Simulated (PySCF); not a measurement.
## Orbital energies and ionisation energy

o-cresol, C7H8O.
Cartesian coordinates in Å at the PBE0-D3(BJ)/def2-SVP level; atoms count from 1:
```
atom  x, y, z in Å
C1    -1.870   -0.978   -0.620
C2    -0.450   -0.594   -0.322
C3     0.617   -1.471   -0.537
C4     1.932   -1.103   -0.260
C5     2.193    0.171    0.243
C6     1.149    1.063    0.467
C7    -0.166    0.686    0.188
O8    -1.144    1.589    0.426
H9    -2.324   -0.322   -1.384
H10   -1.931   -2.006   -1.002
H11   -2.509   -0.931    0.281
H12    0.403   -2.468   -0.932
H13    2.747   -1.808   -0.436
H14    3.218    0.476    0.464
H15    1.328    2.066    0.860
H16   -1.995    1.206    0.188
```

Level: PBE0/def2-SVPD (PySCF). Frontier orbitals with their largest atomic shares (Löwdin; up to four atoms above 4 %):

| orbital | ε (eV) | main atoms |
| --- | --- | --- |
| HOMO−3 | -9.65 | C4 20 %, O8 19 %, C5 17 %, C3 15 % |
| HOMO−2 | -9.53 | C7 13 %, C2 11 %, C6 11 %, C3 10 % |
| HOMO−1 | -7.14 | C6 21 %, C3 21 %, C5 19 %, C2 17 % |
| HOMO | -6.43 | ? |
| LUMO | -0.18 | C6 19 %, C3 19 %, C5 18 %, C2 17 % |
| LUMO+1 | 0.17 | C4 21 %, C7 21 %, C5 13 %, C3 10 % |
| LUMO+2 | 0.40 | O8 22 %, C1 21 %, H16 13 %, H11 10 % |

Question: What vertical ionisation energy does ΔSCF give, and how far is −ε(HOMO) from it?

Answer: ΔSCF: 8.28 eV (799 kJ/mol; threshold wavelength 150 nm); ⟨S²⟩ of the doublet left behind is 0.769, against 0.75 for a pure doublet. −ε(HOMO) is 6.43 eV, 1.85 eV below it. In exact Kohn–Sham theory the two would be equal; PBE0 (global hybrid, 25 % exact exchange) falls short of its own ΔSCF value by 22 %.

Question: On which atoms does the HOMO lie?

Answer: C4 (aromatic CH carbon) 20 %, O8 (phenol-type oxygen) 18 %, C7 (aromatic carbon bearing oxygen) 18 %, C2 (substituted aromatic carbon) 12 %, so no atom holds as much as 40 %. The HOMO−1 lies 0.71 eV lower.

Question: With α = 85.6 au, estimate the like-pair dispersion coefficient by London's formula C6 = (3/4)α²I.

Answer: I = 0.3043 Eh, so C6 ≈ 1670 au, a rough estimate.

Question: How many of the 10 lowest singlet excitations (vertical TDDFT, same level) lie below the ionisation energy?

Answer: All 10; they run from 5.14 to 7.37 eV.

Question: What kinetic energy would electrons from this vertical process carry with 118.2 nm light (10.49 eV)?

Answer: 10.49 − 8.28 = 2.21 eV.

Question: Shift the occupied levels rigidly so that −ε(HOMO) equals the ΔSCF value. What binding energies result?

Answer: The shift is +1.85 eV: HOMO 8.28, HOMO−1 8.99, HOMO−2 11.38, HOMO−3 11.50 eV. A rigid shift is only a rough guide to the deeper ionisations.

The structure is a single PBE0-D3(BJ)/def2-SVP conformer in the gas phase; no vibrational or solvent corrections.
